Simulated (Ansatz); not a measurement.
MoOF4⁺. The state is a doublet with charge 1. Geometry PBE-D4/def2-SVP, that of the neutral singlet; atoms count from 1.

```xyz
6

Mo    0.013   -0.018   -0.037
O     0.516   -0.712   -1.465
F     0.158   -1.363    1.230
F    -1.813   -0.325    0.030
F    -0.423    1.728   -0.479
F     1.549    0.690    0.721
```

In the def2 sets Mo takes a core potential; there is no spin–orbit coupling.

Estimate the Mulliken populations from the PBE0/def2-TZVP orbitals of Ansatz.


```csv
atom,charge (e),spin (α − β),d electrons
Mo1,2.05,-0.21,3.34
O2,-0.09,0.81,–
F3,-0.24,0.10,–
F4,-0.24,0.10,–
F5,-0.24,0.10,–
F6,-0.24,0.10,–
```
Mulliken values depend strongly on the basis.

Where does the spin sit?

Summed by element: Mo -0.21, O 0.81, F 0.40, of 1 unpaired in all. Largest on single atoms: O2 0.81, Mo1 -0.21, F3 0.10.

And the Mayer bond orders between heavy atoms (over 0.3)?

Mo1–O2 1.48 (1.67 Å); Mo1–F3 1.02 (1.85 Å); Mo1–F4 1.02 (1.85 Å); Mo1–F5 1.02 (1.85 Å); Mo1–F6 1.02 (1.85 Å).
